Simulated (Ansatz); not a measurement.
Reaction (redistribution): `FC([SiH3])[SiH2]Cl` + `[OH][GeH2][F]` → `[F][GeH2][SiH2]Cl` + `OC(F)[SiH3]`

Program: Ansatz. Geometries: PBE0-D4/def2-TZVP. ΔE: electronic, gas phase. CBS: MP2 limit from def2 TZ/QZ plus the TZ coupled-cluster correction, frozen cores. Functionals use def2-TZVPP. For Ge outer-core shells are correlated without core-valence functions, which leaves a few kJ/mol of doubt a bond. Scalar relativity is left out up to krypton. One conformer a species, not always the lowest.

```tsv
species	PBE-D4 energy (Eh)
`FC([SiH3])[SiH2]Cl`	-1180.22844
`[OH][GeH2][F]`	-2253.52144
`[F][GeH2][SiH2]Cl`	-2928.34461
`OC(F)[SiH3]`	-505.38116
```

Task: Work out ΔE.

Result: ΔE = (-2928.34461) + (-505.38116) − (-1180.22844) − (-2253.52144) = 0.02411 Eh = +15.1 kcal/mol. CCSD(T)/CBS gives +19.7 kcal/mol.

Largest T1 diagnostic among the species: 0.012.

From PBE to PBE0 (25 % exact exchange), in def2-TZVPP and without D4, ΔE moves by +1.1 kcal/mol. The D4 term adds +0.9 kcal/mol with B3LYP and +0.5 kcal/mol with PBE0; it sums over pairs of atoms, weighted by their polarisabilities, and B3LYP, whose exchange is more repulsive, gets the larger term.

B3LYP here is the variant with VWN-RPA as its local correlation; programs differ in this.
